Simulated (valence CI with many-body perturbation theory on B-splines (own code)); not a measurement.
**E1 transitions of Pt LXXII**

Level of theory: configuration interaction combined with many-body perturbation theory (CI+MBPT): five valence electrons over a frozen Dirac-Fock core [He], a basis of 11 s, 11 p, 10 d, 8 f, 5 g, 2 h functions for each j, with the one-electron correlation potential Σ1 (screened to all orders), the two-electron term Σ2, the three-electron term Σ3, Breit, model QED; selected single and double excitations, second order for the rest, scaled by the run's own slope (own B-spline code, finite nucleus).

The last digits are not significant, and no measured levels were compared; by estimate large intervals hold to a few tenths of a per cent, small ones and those within an open d or f shell to about a per cent. Among the levels kept, up to 7600 cm⁻¹ of a level comes from second order outside the variational space, and about a tenth of that is noise between levels of different J, which matters for small intervals.

Lines 101 to 150 of 600 in falling wavelength, among levels below 14924 eV, chosen from the strongest by gf and those to the six lowest levels. Wavelengths and rates use the calculated energies. Electric multipoles are in the length gauge, E1 and E2 with the static RPA response of the core. Weak lines are less certain than strong ones. Lines between different terms over intervals too small for the method are left out, as are lines whose strength nearly cancels. The highest levels of a list are the least certain.

Levels are named by their leading jj configuration (3d3/2^4 stands for four electrons in 3d with j = 3/2), which in mixed levels can hold well under half, so a name can repeat and another be missing. Letters in brackets count levels of one name in rising energy.

```
λ vac (nm)                               Upper                               Lower   A (s⁻¹)  log gf  Branch %
     1.948          (2s^2 2p1/2^2 3d3/2) J=3/2          (2s^2 2p1/2^2 3p1/2) J=1/2  1.62e+12   -0.43       0.5
     1.945  (2s 2p1/2 2p3/2^2 3p3/2) J=1/2 [b]     (2s 2p1/2 2p3/2^2 3s) J=1/2 [b]  9.19e+11   -0.98       2.1
     1.945  (2s 2p1/2 2p3/2^2 3p3/2) J=5/2 [d]     (2s 2p1/2 2p3/2^2 3s) J=5/2 [c]  5.13e+11   -0.76       0.6
     1.945  (2s^2 2p1/2 2p3/2 3p3/2) J=1/2 [a]         (2s^2 2p1/2 2p3/2 3s) J=1/2  1.60e+12   -0.74      19.5
     1.943  (2s 2p1/2 2p3/2^2 3d3/2) J=5/2 [c]  (2s 2p1/2 2p3/2^2 3p1/2) J=3/2 [b]  1.26e+12   -0.37       0.4
     1.943      (2s 2p1/2^2 2p3/2 3d3/2) J=7/2      (2s 2p1/2^2 2p3/2 3p1/2) J=5/2  1.58e+12   -0.14       3.7
     1.942       (2p1/2^2 2p3/2^2 3p3/2) J=7/2          (2p1/2^2 2p3/2^2 3s) J=5/2  2.21e+12    0.00       0.5
     1.941       (2p1/2^2 2p3/2^2 3p3/2) J=5/2          (2p1/2^2 2p3/2^2 3s) J=5/2  1.13e+12   -0.42       0.2
     1.941  (2s 2p1/2 2p3/2^2 3d3/2) J=3/2 [a]  (2s 2p1/2 2p3/2^2 3p1/2) J=3/2 [a]  1.33e+12   -0.52       0.5
     1.939      (2s 2p1/2 2p3/2^2 3d3/2) J=9/2      (2s 2p1/2 2p3/2^2 3p1/2) J=7/2  1.60e+12   -0.04      11.0
     1.939  (2s 2p1/2 2p3/2^2 3p3/2) J=3/2 [b]     (2s 2p1/2 2p3/2^2 3s) J=5/2 [b]  1.92e+12   -0.36       0.4
     1.939  (2s 2p1/2 2p3/2^2 3d3/2) J=3/2 [d]  (2s 2p1/2 2p3/2^2 3p1/2) J=3/2 [b]  6.69e+11   -0.82       0.2
     1.939  (2s 2p1/2 2p3/2^2 3d3/2) J=7/2 [a]  (2s 2p1/2 2p3/2^2 3p1/2) J=5/2 [a]  1.51e+12   -0.17       0.2
     1.938      (2s^2 2p1/2 2p3/2 3d3/2) J=7/2      (2s^2 2p1/2 2p3/2 3p1/2) J=5/2  1.62e+12   -0.14       3.2
     1.937  (2s 2p1/2 2p3/2^2 3d3/2) J=5/2 [d]  (2s 2p1/2 2p3/2^2 3p1/2) J=3/2 [c]  1.26e+12   -0.37       0.4
     1.937  (2s 2p1/2 2p3/2^2 3d3/2) J=1/2 [a]  (2s 2p1/2 2p3/2^2 3p1/2) J=3/2 [a]  1.69e+12   -0.72       0.4
     1.937      (2s^2 2p1/2 2p3/2 3p3/2) J=7/2         (2s^2 2p1/2 2p3/2 3s) J=5/2  2.42e+12    0.04      40.8
     1.935          (2s^2 2p3/2^2 3d3/2) J=1/2          (2s^2 2p3/2^2 3p1/2) J=3/2  1.65e+12   -0.73       0.1
     1.935  (2s 2p1/2^2 2p3/2 3d3/2) J=1/2 [a]  (2s 2p1/2^2 2p3/2 3p1/2) J=3/2 [a]  1.72e+12   -0.72       0.9
     1.934          (2s^2 2p3/2^2 3p3/2) J=7/2             (2s^2 2p3/2^2 3s) J=5/2  2.50e+12    0.05      23.2
     1.933  (2s^2 2p1/2 2p3/2 3d3/2) J=3/2 [a]      (2s^2 2p1/2 2p3/2 3p1/2) J=1/2  9.15e+11   -0.69       0.1
     1.933          (2s^2 2p3/2^2 3p3/2) J=5/2             (2s^2 2p3/2^2 3s) J=5/2  1.30e+12   -0.36      10.2
     1.930  (2s^2 2p1/2 2p3/2 3p3/2) J=3/2 [a]         (2s^2 2p1/2 2p3/2 3s) J=1/2  7.41e+11   -0.78      11.7
     1.930  (2s 2p1/2 2p3/2^2 3d3/2) J=3/2 [d]  (2s 2p1/2 2p3/2^2 3p1/2) J=1/2 [b]  7.13e+11   -0.80       0.2
     1.928  (2s 2p1/2 2p3/2^2 3p3/2) J=7/2 [a]     (2s 2p1/2 2p3/2^2 3s) J=5/2 [a]  2.36e+12    0.02       6.1
     1.928  (2s 2p1/2 2p3/2^2 3p3/2) J=3/2 [d]     (2s 2p1/2 2p3/2^2 3s) J=3/2 [b]  5.72e+11   -0.89       0.3
     1.927  (2s 2p1/2 2p3/2^2 3d3/2) J=5/2 [a]  (2s 2p1/2 2p3/2^2 3p1/2) J=3/2 [a]  7.43e+11   -0.61       0.2
     1.925  (2s^2 2p1/2 2p3/2 3p3/2) J=5/2 [a]     (2s^2 2p1/2 2p3/2 3s) J=3/2 [a]  2.47e+12   -0.08      43.6
     1.923      (2s 2p1/2 2p3/2^2 3p3/2) J=9/2         (2s 2p1/2 2p3/2^2 3s) J=7/2  2.32e+12    0.11      24.5
     1.921  (2s 2p1/2 2p3/2^2 3p3/2) J=5/2 [d]     (2s 2p1/2 2p3/2^2 3s) J=3/2 [c]  1.72e+12   -0.24       2.0
     1.920  (2s 2p1/2^2 2p3/2 3p3/2) J=5/2 [a]     (2s 2p1/2^2 2p3/2 3s) J=3/2 [a]  1.01e+12   -0.48       0.3
     1.920  (2s 2p1/2 2p3/2^2 3p3/2) J=3/2 [d]     (2s 2p1/2 2p3/2^2 3s) J=1/2 [b]  1.06e+12   -0.63       0.5
     1.918  (2s 2p1/2^2 2p3/2 3d3/2) J=1/2 [b]      (2s 2p1/2^2 2p3/2 3p1/2) J=1/2  1.46e+12   -0.79       0.4
     1.917  (2s 2p1/2 2p3/2^2 3p3/2) J=3/2 [c]     (2s 2p1/2 2p3/2^2 3s) J=1/2 [a]  2.31e+12   -0.29       1.0
     1.917  (2s 2p1/2 2p3/2^2 3p3/2) J=7/2 [b]         (2s 2p1/2 2p3/2^2 3s) J=7/2  1.41e+12   -0.21       0.6
     1.916  (2s 2p1/2 2p3/2^2 3p3/2) J=5/2 [a]     (2s 2p1/2 2p3/2^2 3s) J=5/2 [a]  1.32e+12   -0.36       0.4
     1.916      (2s 2p1/2^2 2p3/2 3p3/2) J=7/2         (2s 2p1/2^2 2p3/2 3s) J=5/2  2.34e+12    0.01      11.1
     1.912  (2s^2 2p1/2 2p3/2 3d3/2) J=1/2 [a]      (2s^2 2p1/2 2p3/2 3p1/2) J=1/2  1.49e+12   -0.79       0.4
     1.909  (2s 2p1/2 2p3/2^2 3p3/2) J=5/2 [e]     (2s 2p1/2 2p3/2^2 3s) J=5/2 [c]  4.64e+11   -0.82       0.7
     1.906  (2s 2p1/2^2 2p3/2 3p3/2) J=1/2 [a]     (2s 2p1/2^2 2p3/2 3s) J=3/2 [a]  2.15e+12   -0.63       0.3
     1.905  (2s 2p1/2 2p3/2^2 3p3/2) J=3/2 [e]     (2s 2p1/2 2p3/2^2 3s) J=3/2 [d]  7.45e+11   -0.79       0.2
     1.905  (2s 2p1/2 2p3/2^2 3d3/2) J=7/2 [b]      (2s 2p1/2 2p3/2^2 3p1/2) J=7/2  9.36e+11   -0.39       0.1
     1.900      (2s^2 2p3/2^2 3p3/2) J=3/2 [b]             (2s^2 2p3/2^2 3s) J=1/2  2.27e+12   -0.31      18.7
     1.895  (2s 2p1/2 2p3/2^2 3d3/2) J=3/2 [e]  (2s 2p1/2 2p3/2^2 3p1/2) J=3/2 [c]  5.32e+11   -0.94       0.0
     1.894  (2s 2p1/2 2p3/2^2 3p3/2) J=5/2 [e]     (2s 2p1/2 2p3/2^2 3s) J=3/2 [d]  8.29e+11   -0.57       1.2
     1.894  (2s 2p1/2 2p3/2^2 3d3/2) J=5/2 [e]  (2s 2p1/2 2p3/2^2 3p1/2) J=5/2 [c]  5.19e+11   -0.78       0.0
     1.893  (2s 2p1/2^2 2p3/2 3p3/2) J=3/2 [b]     (2s 2p1/2^2 2p3/2 3s) J=3/2 [b]  1.13e+12   -0.62       0.4
     1.893          (2s^2 2p1/2^2 3p3/2) J=3/2             (2s^2 2p1/2^2 3s) J=1/2  2.62e+12   -0.25      55.0
     1.892  (2s 2p1/2 2p3/2^2 3p3/2) J=3/2 [a]     (2s 2p1/2 2p3/2^2 3s) J=3/2 [a]  1.53e+12   -0.48       0.2
     1.892  (2s^2 2p1/2 2p3/2 3p3/2) J=3/2 [b]     (2s^2 2p1/2 2p3/2 3s) J=3/2 [b]  9.47e+11   -0.69      18.9
```

Task: How does gf follow from A for the line at 1.948 nm?

Result: gf = 1.4992 × (2J+1)_upper × A / σ², with σ = 5133202 cm⁻¹ and 2J+1 = 4: gf = 0.369.
